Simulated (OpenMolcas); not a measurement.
**Co4+ in a point-charge field**

Co4+ among 4 point charges of -1.62 e arranged as a tetrahedron (Td), 1.75 Å from the ion.

```json
{
  "Program": "OpenMolcas",
  "Method": "SS-CASPT2, IPEA 0.25 Eh, imaginary shift 0.1 Eh (closed shells correlated: 3s 3p)",
  "Basis": "ANO-RCC-VDZP [5s4p2d1f]",
  "Scalar Hamiltonian": "DKH2, point nucleus",
  "Active space": "5 electrons in 5 orbitals (3d)",
  "State averaging": "2S+1 = 6 even, 1 root; 2S+1 = 4 even, 24 roots; 2S+1 = 2 even, 75 roots",
  "Spin-orbit coupling": "state interaction with AMFI integrals over the reference wave functions"
}
```

The lowest spin-free states (labels of Td), above the lowest:

```csv
State,Degeneracy,E (cm-1),Free-ion L (%)
6A1,1,0,S (100)
4T1,3,39700,G (97)
4E,2,40000,G (100)
4T2,3,40010,G (100)
4A1,1,40040,G (100)
4T1,3,44150,P (97)
4E,2,47800,D (100)
4T2,3,47820,D (100)
2T2,3,58150,I (98)
2T1,3,58190,I (99)
2A2,1,58310,I (98)
2T2,3,58370,I (99)
2A1,1,58440,I (100)
2E,2,58470,I (100)
2T2,3,61640,D (74)
2E,2,61770,D (98)
2T1,3,63540,F (99)
2A2,1,63570,F (98)
2T2,3,64430,F (73)
4A2,1,64830,F (100)
```

The lowest levels with spin-orbit coupling:

| E (cm-1) | Degeneracy | Label | 2S+1 | g |
| --- | --- | --- | --- | --- |
| 0 | 6 |  | 6 |  |
| 39660 | 4 | Γ8 | 4 |  |
| 39680 | 2 | Γ6 | 4 | 2.67 2.67 2.67 |
| 39700 | 2 | Γ7 | 4 | 2.35 2.35 2.35 |
| 39720 | 4 | Γ8 | 4 |  |
| 39970 | 4 | Γ8 | 4 |  |
| 39970 | 2 | Γ7 | 4 | 2.30 2.30 2.30 |
| 39980 | 2 | Γ6 | 4 | 1.21 1.21 1.21 |
| 40000 | 4 | Γ8 | 4 |  |
| 40020 | 2 | Γ6 | 4 | 4.13 4.13 4.13 |
| 40020 | 2 | Γ7 | 4 | 1.97 1.97 1.97 |
| 40040 | 4 | Γ8 | 4 |  |
| 40050 | 4 | Γ8 | 4 |  |
| 43820 | 2 | Γ7 | 4 | 2.62 2.62 2.62 |
| 43830 | 4 | Γ8 | 4 |  |
| 43950 | 4 | Γ8 | 4 |  |
| 44100 | 2 | Γ6 | 4 | 2.63 2.63 2.63 |
| 47710 | 2 | Γ7 | 4 | 4.39 4.39 4.39 |
| 47790 | 4 | Γ8 | 4 |  |
| 47820 | 2 | Γ6 | 4 | 2.84 2.84 2.84 |

Powder χT (cm3 K/mol): 4.38 at 2 K, 4.38 at 10 K, 4.38 at 50 K, 4.38 at 100 K, 4.38 at 200 K, 4.38 at 300 K. The effective moment at 300 K is 2.828 √(χT) = 5.92 μB.

The lowest level has 2S+1 = 6, for which the spin-only value is χT = S(S+1) / 2 = 4.375 cm3 K/mol (g = 2). The computed 4.385 at 300 K differs by +0.010, little more than the free-electron g of 2.0023 accounts for.

Roots that are degenerate in the reference are averaged as groups; the widest CASPT2 spread within a group is 96 cm-1 (the 3-fold group of multiplicity 2 near 58400 cm-1 above the lowest state of its run). Shifts and gaps below about the spread of the groups concerned are not significant. Free-ion shares, where given, are those of the reference states; single-state CASPT2 does not remix them. This is an electrostatic model: the charges have no orbitals. No measured value stands beside these numbers.

The CASPT2 steps took 6.9 s on 1 thread of Arm Neoverse V2, with other jobs on the host; the integral step is not counted.
